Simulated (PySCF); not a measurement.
# Vibration and rotation of BiS⁺

RHF-CCSD(T) constants of BiS⁺, ¹Σ⁺ (singlet), closed shell (basis Bi def2-SVP with ECP60, S def2-SVP; scalar-relativistic core potentials; PySCF 2.14; masses 208.9804 and 31.9721 u):

```
ωe   : 445.9 cm⁻¹
ωexe : 1.53 cm⁻¹
Be   : 0.11506 cm⁻¹
αe   : 0.000442 cm⁻¹
```

**Question.** What force constant and bond length do these constants imply?

**Answer.** Reduced mass μred = 27.730 u; k = 5.8918×10⁻⁷·μred·ωe² (u, cm⁻¹, mdyn/Å) = 3.25 mdyn/Å; Re = √(16.8576/(μred·Be)) (u, cm⁻¹, Å) = 2.299 Å.

**Question.** Estimate the centrifugal constant D from the Kratzer relation and find the Dunham coefficient a1.

**Answer.** D = 4Be³/ωe² = 3.06e-08 cm⁻¹; a1 = −1 − αeωe/(6Be²) = -3.48.

Correlated steps freeze 9 core orbitals. These are scalar-relativistic numbers at best; spin–orbit coupling would shift them, the dissociation energy most. The CCSD T1 diagnostic is raised, a sign that a single reference may not be enough here.
